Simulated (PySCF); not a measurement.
Br2ClHSi. Atoms are numbered in the order given.

```xyz
5

Si     0.5742     0.4241     0.0000
Cl    -0.2193     2.3128     0.0000
Br    -0.0909    -0.6538    -1.8044
Br    -0.0909    -0.6538     1.8044
H      2.0498     0.5134     0.0000
```

Geometry: PBE0-D3(BJ)/def2-SVP.

Computed with PySCF with SMD-B3LYP/6-31G*.

Solvation free energies are E(SMD) − E(gas) at the gas-phase geometry, for 1 M in both phases. Bromine has the revised SMD18 radius of 2.60 Å. In vacuum the dipole moment is 1.00 D.

Estimate the solvation free energies in water, N,N-dimethylformamide, cyclohexanone. (Estimate from the structure and the level; the computed values follow.)


| solvent | ΔG(solv) (kcal/mol) | its non-electrostatic (CDS) part | dipole (D) |
|---|---|---|---|
| water | -1.2 | 0.1 | 1.41 |
| N,N-dimethylformamide | -4.8 | -3.5 | 1.39 |
| cyclohexanone | -4.8 | -3.6 | 1.36 |
